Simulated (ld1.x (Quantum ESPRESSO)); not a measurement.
**Before and after: TM potential for B**

boron (B), norm-conserving Troullier–Martins (Kleinman–Bylander form), made with ld1.x (Quantum ESPRESSO) 7.5 (PBE, scalar-relativistic). Core [He], reference 2s2 2p1. Waves: 2p (bound): rc 2.95 bohr; 2s (bound): rc 1.05 bohr. Local part: the s channel. Core correction: a·sin(br)/r model core, default radius (core density twice the valence density).

All-electron outer shells of the reference configuration (PBE, scalar-relativistic, ld1.x):

| shell | level (eV) | outermost node (bohr) | outermost maximum (bohr) |
| --- | --- | --- | --- |
| 1s | -180.59 | – | 0.21 |
| 2s | -9.44 | 0.46 | 1.52 |
| 2p | -3.61 | – | 1.57 |

Change: wave 2s (bound): rc 1.05 bohr becomes 2s (bound): rc 1.30 bohr.

Cutoffs: the cutoffs (Ry, on a coarse ladder) from which the occupation-weighted sum of valence levels, in a spherical-Bessel basis at the reference potential, stays within 10 and 1 mRy of its value at 400 Ry; they do not see the model core or the augmentation charge, which bear on the density cutoff. Errors are all-electron minus pseudo energies relative to the spin-unpolarised reference configuration.

**Question.** What does the change do?

**Answer.** The potential gets softer (45 Ry and 110 Ry → 21 Ry and 55 Ry); the errors of the 7 common tests hardly move; neither file shows a bound ghost. A larger radius leaves more room for a smooth pseudo-wave, so fewer plane waves are needed.

| quantity | base | changed |
| --- | --- | --- |
| cutoff, loose | 45 Ry | 21 Ry |
| cutoff, tight | 110 Ry | 55 Ry |
| bound ghosts | none | none |
| error for 2s2 2p0, meV [ΔE 8.22 eV] | +81 | +80 |
| error for 2s1 2p0, meV [ΔE 33.64 eV] | +262 | +263 |
| error for 2s2 2p0.5, meV [ΔE 2.89 eV] | +11 | +11 |
| error for 2s2 2p1.3, meV [ΔE -0.74 eV] | +0.9 | +0.9 |
| error for 2s1 2p1, meV [ΔE 14.36 eV] | -45 | -45 |
| error for 2s1 2p2, meV [ΔE 5.85 eV] | -17 | -17 |
| error for 2s0 2p3, meV [ΔE 11.72 eV] | -70 | -70 |
| s: phases at 3.19 bohr within 0.05 rad from the reference energy up to (Ry; the scan ends near 5) | 4.8 | 5.0 |
| p: phases at 3.19 bohr within 0.05 rad from the reference energy up to (Ry; the scan ends near 5) | 0.9 | 0.9 |
